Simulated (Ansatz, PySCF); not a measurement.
Molecule: C₃H₂O (charge 0, singlet). 
Geometry from a B3LYP-D3(BJ)/def2-TZVP (Ansatz, a quantum-chemistry and plane-wave program) optimisation:
```xyz
6

C      1.4938     0.9359     0.6166
C      0.5445     0.2574     0.3296
C     -0.5874    -0.5911     0.0366
O     -1.2822    -0.4730    -0.9426
H      2.3310     1.5474     0.8534
H     -0.7781    -1.3760     0.7906
```
Charge 0, spin multiplicity 1.

Dipole moments at this geometry, in debye (magnitudes).

```csv
level,program,dipole (D)
SVWN5/def2-TZVPD,Ansatz,2.95
BP86/def2-TZVPD,PySCF,2.87
M06-L/def2-TZVPD,PySCF,2.75
B3LYP/def2-TZVPD,Ansatz,2.99
PBE0/def2-TZVPD,Ansatz,2.96
r2SCANh/def2-TZVPD,Ansatz,2.97
r2SCAN0/def2-TZVPD,Ansatz,3.02
M06-2X/def2-TZVPD,PySCF,2.96
CAM-B3LYP/def2-TZVPD,Ansatz,3.02
CCSD(T)/aug-cc-pVDZ,Ansatz,2.79
```
